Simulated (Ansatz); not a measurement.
TiH₄, 5 atoms. Hardware: 4 threads of Arm Neoverse V1 on a shared host.

Correlated methods freeze 5 core orbitals; core or outer-core shells of Ti are correlated, in sets that lack core-valence functions.

Q: How many basis functions does each of these Ansatz runs have, and roughly what does it cost? BHLYP-D4/def2-TZVP, charge 0 singlet, energy, from earlier orbitals; PBE with 10 % exact exchange/def2-TZVP, charge 0 singlet, energy, from earlier orbitals; PBE-D4/def2-TZVP, charge 1 doublet, energy, from earlier orbitals; PBE0-D4/def2-TZVP, charge 0 singlet, energy, from earlier orbitals; PBE-D4/def2-TZVP, charge 0 triplet at the geometry of the charge 0 singlet, energy, from earlier orbitals; HF/STO-3G, charge 0 singlet, energy; r2SCAN-D4/def2-TZVP, charge 1 doublet at the geometry of the charge 0 singlet, energy, from earlier orbitals; B3LYP-D4/def2-TZVP, charge 1 doublet, relaxation, 24 steps; PBE0-D4/def2-SVP, charge 0 singlet, energy, from earlier orbitals; B3LYP-D4/def2-TZVP, charge 0 singlet, relaxation, 3 steps; B97M-V/def2-TZVP, charge 0 singlet, energy, from earlier orbitals; MP2/def2-TZVP, charge 0 singlet, energy, from earlier orbitals.

A: Other jobs shared the machine, so times can vary by a factor of up to 3. A dash marks memory too small to be measured apart from the calling script's.

```csv
run,functions,fitting or Cholesky vectors,wall time,peak host memory (GiB)
"HF/STO-3G, charge 0 singlet, energy",22,295,0.1 s,–
"MP2/def2-TZVP, charge 0 singlet, energy, from earlier orbitals",69,602,0.25 s,–
"PBE0-D4/def2-SVP, charge 0 singlet, energy, from earlier orbitals",51,562,0.35 s,–
"PBE with 10 % exact exchange/def2-TZVP, charge 0 singlet, energy, from earlier orbitals",69,624,0.45 s,–
"BHLYP-D4/def2-TZVP, charge 0 singlet, energy, from earlier orbitals",69,696,0.75 s,–
"PBE-D4/def2-TZVP, charge 1 doublet, energy, from earlier orbitals",69,589,1.1 s,–
"PBE-D4/def2-TZVP, charge 0 triplet at the geometry of the charge 0 singlet, energy, from earlier orbitals",69,589,1.1 s,–
"PBE0-D4/def2-TZVP, charge 0 singlet, energy, from earlier orbitals",69,642,1.1 s,–
"r2SCAN-D4/def2-TZVP, charge 1 doublet at the geometry of the charge 0 singlet, energy, from earlier orbitals",69,589,1.8 s,–
"B97M-V/def2-TZVP, charge 0 singlet, energy, from earlier orbitals",69,589,1.8 s,–
"B3LYP-D4/def2-TZVP, charge 0 singlet, relaxation, 3 steps",69,649,3.7 s,–
"B3LYP-D4/def2-TZVP, charge 1 doublet, relaxation, 24 steps",69,650,32 s,–
```
